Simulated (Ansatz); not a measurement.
One change: `C[SiH2][N]([GeH3])c1ccccc1` becomes `Cc1ccccc1`.

Ansatz, PBE0-D4/def2-TZVP geometries, multiplicity 1. Each molecule was computed in one conformer, which needn't be the lowest.

Scalar relativity is left out up to krypton.

```
                                          property  `C[SiH2][N]([GeH3])c1ccccc1`
size of the dipole moment (ωB97M-V/def2-TZVPP) / D                          0.52
                 LUMO energy (PBE/def2-TZVPP) / eV                         -1.17
             HOMO energy (ωB97M-V/def2-TZVPP) / eV                         -8.18
  size of the dipole moment (B3LYP/def2-TZVPP) / D                          0.53
             LUMO energy (ωB97M-V/def2-TZVPP) / eV                          1.68
             HOMO–LUMO gap (B3LYP/def2-TZVPP) / eV                          5.48
```

(1) Give the same properties after the change, and the shifts. (Estimate.)

Answers

(1) The calculation gave: 
```tsv
property	`Cc1ccccc1`	shift
size of the dipole moment (ωB97M-V/def2-TZVPP) / D	0.38	-0.14
LUMO energy (PBE/def2-TZVPP) / eV	-1.06	0.11
HOMO energy (ωB97M-V/def2-TZVPP) / eV	-9.02	-0.84
size of the dipole moment (B3LYP/def2-TZVPP) / D	0.38	-0.15
LUMO energy (ωB97M-V/def2-TZVPP) / eV	1.85	0.17
HOMO–LUMO gap (B3LYP/def2-TZVPP) / eV	6.39	0.91
```

With PBE0 the HOMO falls by 0.81 eV and the LUMO rises by 0.13 eV, so the gap widens by about 0.94 eV. PBE moves the HOMO by -0.84 eV and ωB97M-V by -0.84 eV. Dipoles are sizes alone; their direction can turn.

B3LYP here is the variant with VWN-RPA as its local correlation; programs differ in this.
